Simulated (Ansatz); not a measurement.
Stepwise reaction of `[OH][GaH][OH]` with ammonia, as a gas-phase model of exchange steps in deposition or etching. ΔE in kJ/mol; ΔG adds harmonic PBE0-D4 terms to CCSD(T)/CBS, at 1 bar.

Calculated with Ansatz (gas phase, PBE0-D4/def2-TZVP geometries, no zero-point term in ΔE). CBS: MP2 limit from def2 TZ/QZ plus the TZ coupled-cluster correction, frozen cores. This one scheme is used for every species. Functionals use def2-TZVPP. B3LYP here is the variant with VWN-RPA as its local correlation; programs differ in this. For Ga outer-core shells are correlated without core-valence functions, which leaves a few kJ/mol of doubt a bond. Scalar relativity is left out up to krypton. One conformer a species, not always the lowest.

```tsv
step	reaction	PBE-D4	B3LYP-D4	ωB97M-V	CCSD(T)/CBS	ΔG(600 K)
1	`[OH][GaH][OH]` + NH₃ → `[NH2][GaH][OH]` + H₂O	25.2	25.3	24.1	19.0	11.2
2	`[NH2][GaH][OH]` + NH₃ → `[NH2][GaH][NH2]` + H₂O	24.4	24.8	23.8	18.7	7.5
```

**Question.** By hand: ΔE of the 2 steps together at CCSD(T)/CBS.

**Answer.** (19.0) + (18.7) = 37.7 kJ/mol, or 18.9 kJ/mol a step.

In ΔE the steps differ by no more than 0.3 kJ/mol. All are uphill at CCSD(T)/CBS. ΔG lies between 7.5 and 11.2 kJ/mol a step. PBE-D4 differs from CCSD(T)/CBS by 5.7 to 6.2 kJ/mol a step. Isolated molecules leave out the surface, adducts and barriers. Largest T1 diagnostic: 0.015.
